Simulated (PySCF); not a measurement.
## Core-level binding energies of `CS[SiH2]O[SiH2][SiH3]`

CH10OSSi3.
Geometry (PBE0-D3(BJ)/def2-SVP, Å), atoms numbered from 1 in this order:
```xyz
16
CH10OSSi3 angstrom
C      1.3852    0.9604   -1.4598
S      1.8027    0.8097    0.3093
Si     1.5332   -1.2925    0.5787
O     -0.0643   -1.7138    0.4877
Si    -1.5756   -1.1370    0.9074
Si    -1.6424    1.1929    1.2306
H      2.0657    0.3592   -2.0786
H      1.5055    2.0194   -1.7228
H      0.3441    0.6670   -1.6531
H      2.0906   -1.5826    1.9290
H      2.2446   -2.0394   -0.4941
H     -2.5214   -1.5149   -0.1853
H     -2.0211   -1.8084    2.1677
H     -1.2732    1.9477   -0.0050
H     -3.0762    1.5067    1.5447
H     -0.8061    1.6347    2.3846
```

Theory: delta-SCF UKS SCAN, pcX-2 on the ionised atom, pcseg-1 elsewhere, spin-free X2C (PySCF 2.14.0). Each binding energy is the total energy of the core-ionised species, with the hole localised on one atom, minus that of the ground state; both are solved self-consistently, so orbital relaxation is included.

Question: What binding energy does each computed site have?

Answer: 
```tsv
atom(s)	bonded to	level	binding energy (eV)	2p1/2 (eV)	above the level's lowest (eV)	count
Si6	3 H and Si	Si 2p3/2	106.40	107.02	0.00	1
Si5	O, 2 H and Si	Si 2p3/2	107.17	107.80	+0.77	1
Si3	O, S and 2 H	Si 2p3/2	107.60	108.23	+1.20	1
C1	S and 3 H	C 1s	291.49	–	0.00	1
O4	2 Si	O 1s	537.75	–	0.00	1
Si6	3 H and Si	Si 1s	1846.09	–	0.00	1
Si5	O, 2 H and Si	Si 1s	1847.05	–	+0.96	1
Si3	O, S and 2 H	Si 1s	1847.58	–	+1.49	1
S2	C and Si	S 1s	2476.72	–	0.00	1
```

The listed Si 1s values span 1.49 eV, from Si6 (bonded to 3 H and Si) to Si3 (bonded to O, S and 2 H). The widest gap between neighbouring values is 0.96 eV, between 1846.09 and 1847.05 eV. Summing the Pauling electronegativity differences to the bonded atoms, each weighted by its formal bond order, gives +0.90 for the lowest site and +2.82 for the highest; no listed site has a larger sum than the highest.

The listed Si 2p3/2 values span 1.20 eV, from Si6 (bonded to 3 H and Si) to Si3 (bonded to O, S and 2 H). The widest gap between neighbouring values is 0.77 eV, between 106.40 and 107.17 eV.

Question: Which photon energy gives electrons from C 1s of C1 a kinetic energy of 100 eV, and what is their de Broglie wavelength?

Answer: hν = 291.49 + 100 = 391.49 eV, recoil neglected; λ = 12.264 Å/√(E/eV) = 1.23 Å.

Question: What is the longest wavelength that can ionise C 1s of C1 vertically?

Answer: λ = hc/E = 12398.42 eV Å / 291.49 eV = 42.535 Å.

Not every level is listed. Spin–orbit coupling isn't in the SCF: each 2p doublet comes from a relaxed spin-free hole plus a matrix of the shell (mean-field spin–orbit coupling and the ground-state 2p splitting), with 2p3/2 averaged over its two sublevels. 2p1/2 minus 2p3/2 (ligand field included): Si 0.62 eV. The structure is a single PBE0-D3(BJ)/def2-SVP conformer in the gas phase; no vibrational or solvent corrections.
